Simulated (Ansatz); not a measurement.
The cluster LiCoO₂, relaxed as a triplet with UKS PBE0-D4/def2-TZVP in Ansatz, starting from the PBE0-D4/def2-TZVP geometry of the neutral singlet. Force threshold 0.02 eV/Å.

The relaxation made no stability test and no search for a lower SCF solution. At PBE0-D4/def2-TZVP a quintet of charge 0 lies 0.12 eV below the triplet, each at its own geometry. The structure comes from a short search, and lower isomers may exist.

Start:

Cartesian coordinates in Å:
```
Li 0.248 -0.019 1.209
Co -0.198 0.015 -0.966
O -1.086 -0.815 0.082
O 1.036 0.819 -0.326
```

```tsv
step	energy (eV)	largest force component (eV/Å)	SCF passes
1	-41916.5463	2.294	116
2	-41916.6348	1.319	50
3	-41916.7032	0.153	54
4 (rejected)	-41916.7021	0.086	49
5	-41916.7046	0.012	50
```

Force components are those of the run's own axes.

End:

```xyz
4

Li    0.245   -0.015    1.215
Co   -0.228    0.032   -1.058
O    -1.025   -0.792    0.117
O     1.008    0.775   -0.274
```

By distances, no bond broke or formed. The bond that changes most is Li1–O3, from 1.92 to 1.85 Å (atoms count from 1).

No frequencies were taken in this run, so the end may be a saddle point.

Run time 12 s (4 threads of Arm Neoverse V2 on a shared host).
